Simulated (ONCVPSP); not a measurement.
What one change does to a pseudopotential (iridium, ONCV)

ONCVPSP 4.0.1 input, shortened (lines: element, Z, core and valence counts, functional; n l f; lmax; l rc ep ncon nbas qcut; lloc lpopt rc5 dvloc0; l nproj debl; icmod fcfact rcfact), LDA (Perdew-Wang 92), scalar-relativistic:

```
  Ir 77.00   10    4  -001012      upf
    1    0    2.00
    2    0    2.00
    2    1    6.00
    3    0    2.00
    3    1    6.00
    3    2   10.00
    4    0    2.00
    4    1    6.00
    4    2   10.00
    4    3   14.00
    5    0    2.00
    5    1    6.00
    5    2    7.00
    6    0    2.00
    2
    0    1.90    0.00    4    7    7.30
    1    1.10    0.00    4    7    6.80
    2    1.65    0.00    5    9    6.30
    4    3    1.10    0.00
    0    3    1.90
    1    2    3.50
    2    2    2.20
    3    1.75    1.15
```

All-electron outer shells of the reference configuration (LDA (PZ), scalar-relativistic, ld1.x):

```csv
shell,level (eV),outermost node (bohr),outermost maximum (bohr)
5s,-98.30,0.50,0.89
4f,-62.55,–,0.39
5p,-54.92,0.54,1.01
5d,-7.36,0.59,1.31
6s,-6.59,1.17,2.38
```

Change: core correction Teter function, fcfact 1.75, rcfact 1.46.

Cutoffs: the cutoffs (Ha) at which the residual kinetic energy of the hardest occupied pseudo-wave falls to 1 and 0.1 mHa per electron; they do not see the model core or the augmentation charge, which bear on the density cutoff. Errors are all-electron minus pseudo energies relative to the spin-unpolarised reference configuration.

Task: Predict the effect on cutoff, ghosts and configuration errors.

Result: The potential gets neither clearly harder nor softer (104 Ha and 124 Ha → 104 Ha and 124 Ha); of the 4 tests that both files solve, the error grows in 1 and shrinks in 0 by more than 15 % and 0.3 meV (median size 12.5 → 13.8 meV); neither file shows a bound ghost. A model core, the more so a compact one, raises the density cutoff, which this test does not measure.

```tsv
quantity	base	changed
cutoff, loose	104 Ha	104 Ha
cutoff, tight	124 Ha	124 Ha
bound ghosts	none	none
GHOST(+) flags under 300 eV	none	none
error for 5s2 5p6 5d7 6s1, meV [ΔE 10.18 eV]	-4.9	-5.2
error for 5s2 5p6 5d7 6s0, meV [ΔE 28.02 eV]	-18	-19
error for 5s2 5p6 5d6 6s0, meV [ΔE 58.86 eV]	-24	-25
error for 5s2 5p6 5d8 6s1, meV [ΔE -0.28 eV]	-7.1	-8.3
s: phases at 1.93 bohr within 0.05 rad from the reference energy up to (Ha; the scan ends near 5)	to the end of the scan	to the end of the scan
p: phases at 1.12 bohr within 0.05 rad from the reference energy up to (Ha; the scan ends near 5)	to the end of the scan	to the end of the scan
d: phases at 1.68 bohr within 0.05 rad from the reference energy up to (Ha; the scan ends near 5)	to the end of the scan	to the end of the scan
rms error of d²Exc/dni dnj with the model core, mHa	4.86	3.20
```
